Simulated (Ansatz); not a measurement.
CH6AlFO2Si can be A, `C[O][Al]([F])[O][SiH3]`, or B, `[OH][AlH][CH2]O[SiH2]F`.

Gas-phase electronic energies from Ansatz, PBE0-D4/def2-TZVP geometries. CCSD(T)/CBS is the MP2 limit (def2-TZVPP, def2-QZVPP) plus CCSD(T) − MP2 in def2-TZVPP, frozen cores. Functionals use def2-TZVPP. B3LYP here is the variant with VWN-RPA as its local correlation; programs differ in this. One conformer a species, not always the lowest.

**Question.** Which is lower in electronic energy at CCSD(T)/CBS, and by how much? (An estimate is asked.)

**Answer.** The calculation gave: A, by 48.8 kcal/mol.

**Question.** Give E(B) − E(A) in kcal/mol with B3LYP, CCSD/def2-TZVPP, PBE-D4, B2PLYP, HF/def2-TZVPP, r2SCAN-D4, B3LYP-D4. (An estimate is asked.)

**Answer.** Ansatz gave: B3LYP 49.6, CCSD/def2-TZVPP 50.5, PBE-D4 44.0, B2PLYP 50.1, HF/def2-TZVPP 54.9, r2SCAN-D4 48.3, B3LYP-D4 48.6. None reverses the order clearly.

Largest T1 diagnostic: 0.013.

The D4 term adds −1.0 kcal/mol with B3LYP and −0.5 kcal/mol with PBE0; it sums over pairs of atoms, weighted by their polarisabilities, and B3LYP, whose exchange is more repulsive, gets the larger term. In def2-TZVPP, CCSD(T) changes the Hartree–Fock value by −5.5 kcal/mol (the triples alone add −1.1 kcal/mol) and MP2 by −4.5 kcal/mol.
